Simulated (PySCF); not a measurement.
Molecular orbitals of CdH

r²SCAN at R = 1.776 Å; PySCF, scalar-relativistic core potentials, basis sets Cd def2-SVPD with ECP28, H def2-SVPD. State: ²Σ⁺ (doublet), unpaired electrons σ ↑. Only the outer orbitals are listed, counted within each symmetry, core potentials removing the inner ones.

```tsv
spin	orbital	occ.	ε (eV)	on Cd (%)	main shells (%)
α	3σ	1	-13.18	94	93 Cd d
α	1δ	1	-12.82	100	100 Cd d
α	1δ	1	-12.82	100	100 Cd d
α	2π	1	-12.77	100	100 Cd d
α	2π	1	-12.77	100	100 Cd d
α	4σ	1	-8.24	58	50 Cd s, 43 H s
α	5σ	1	-4.81	75	39 Cd s, 35 Cd p, 24 H s
α	3π	0	-1.20	98	98 Cd p
α	3π	0	-1.20	98	98 Cd p
α	6σ	0	1.89	71	56 Cd p, 19 H p, 11 Cd s
β	3σ	1	-12.92	96	96 Cd d
β	1δ	1	-12.75	100	100 Cd d
β	1δ	1	-12.75	100	100 Cd d
β	2π	1	-12.65	100	100 Cd d
β	2π	1	-12.65	100	100 Cd d
β	4σ	1	-7.45	70	60 Cd s, 30 H s
β	5σ	0	-2.84	73	37 Cd s, 34 Cd p, 26 H s
β	3π	0	-0.66	97	97 Cd p
β	3π	0	-0.66	97	97 Cd p
```

**Question.** Which are the highest filled and the lowest empty level, where do they sit, and how wide is the gap?

**Answer.** Highest filled α 5σ at -4.81 eV (in %: 39 Cd s, 35 Cd p, 24 H s); lowest empty β 5σ at -2.84 eV (in %: 37 Cd s, 34 Cd p, 26 H s); the gap at r²SCAN is 1.97 eV.

| Item | Value |
| --- | --- |
| bond order (Mayer) | 0.87 |
| ⟨S²⟩ | 0.763 |
| charge on Cd (Mulliken, basis-dependent) | 0.09 |
| charge on Cd (Löwdin, basis-dependent) | 0.21 |
| dipole moment (positive dipole means Cd(−)H(+)) | -0.68 D |

Spin–orbit coupling is left out. The state was picked by a PBE0 search and need not be the measured ground state.
